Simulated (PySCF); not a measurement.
PySCF 2.14 output of an unrestricted M06-2X calculation on a single atom or ion in aug-cc-pwCVTZ-DK3 (10s9p7d4f1g, 109 functions), with scalar relativity by spin-free X2C-1e:

```
SCF conv_tol = 1e-09
number electrons alpha = 28  beta = 25
    Y. Zhao and D. G. Truhlar.,  Theor. Chem. Acc. 120, 215 (2008)
    Y. Zhao and D. G. Truhlar.,  Theor. Chem. Acc. 120, 215 (2008)
cycle= 1 E= -7115.27510433424  delta_E= -0.0189  |g|= 0.0607  |ddm|= 0.743
cycle= 2 E= -7115.28795784356  delta_E= -0.0129  |g|= 0.0528  |ddm|= 1.59
cycle= 3 E= -7115.30164532781  delta_E= -0.0137  |g|= 0.0328  |ddm|= 1.62
cycle= 4 E= -7115.30611416032  delta_E= -0.00447  |g|= 0.0319  |ddm|= 0.488
cycle= 5 E= -7115.28097449951  delta_E= 0.0251  |g|= 0.0481  |ddm|= 3.55
cycle= 6 E= -7115.28100221308  delta_E= -2.77e-05  |g|= 0.029  |ddm|= 1.03
cycle= 7 E= -7115.28051522576  delta_E= 0.000487  |g|= 0.0314  |ddm|= 1.94
cycle= 8 E= -7115.28005735999  delta_E= 0.000458  |g|= 0.0293  |ddm|= 0.368
cycle= 9 E= -7115.27258879449  delta_E= 0.00747  |g|= 0.0101  |ddm|=  2.8
cycle= 10 E= -7115.27197340059  delta_E= 0.000615  |g|= 0.00443  |ddm|= 0.63
cycle= 11 E= -7115.27199741607  delta_E= -2.4e-05  |g|= 0.00281  |ddm|= 0.0487
cycle= 12 E= -7115.27201685442  delta_E= -1.94e-05  |g|= 0.00233  |ddm|= 0.0758
cycle= 13 E= -7115.27202166606  delta_E= -4.81e-06  |g|= 0.00129  |ddm|= 0.038
cycle= 14 E= -7115.27201502018  delta_E= 6.65e-06  |g|= 0.000676  |ddm|= 0.0786
cycle= 15 E= -7115.27201257868  delta_E= 2.44e-06  |g|= 9.93e-05  |ddm|= 0.0408
cycle= 16 E= -7115.27201263183  delta_E= -5.32e-08  |g|= 6.71e-05  |ddm|= 0.00799
cycle= 17 E= -7115.27201259247  delta_E= 3.94e-08  |g|= 1.17e-05  |ddm|= 0.00322
cycle= 18 E= -7115.27201259127  delta_E= 1.2e-09  |g|= 3.97e-06  |ddm|= 0.000281
cycle= 19 E= -7115.2720125911  delta_E= 1.7e-10  |g|= 2.52e-07  |ddm|= 0.000182
converged SCF energy = -7115.2720125911  <S^2> = 3.7702326  2S+1 = 4.0101035
```

The run itself started from symmetry-adapted Hartree-Fock orbitals and held the occupation by maximum overlap, on a logarithmic radial grid, so the iterations belong to that start.

**Question.** Which element, charge and spin multiplicity is this?

**Answer.** I (iodine, neutral), multiplicity 4; the state was [Kr] 4d10 5s1 5p5 5d1, one real determinant (an excited configuration).

⟨L²⟩ = 7.96 against 12 for a pure F term, so this real determinant mixes terms. The outer electron is Rydberg-like, and this basis confines it to a smaller radius and binds it less than a complete one would.
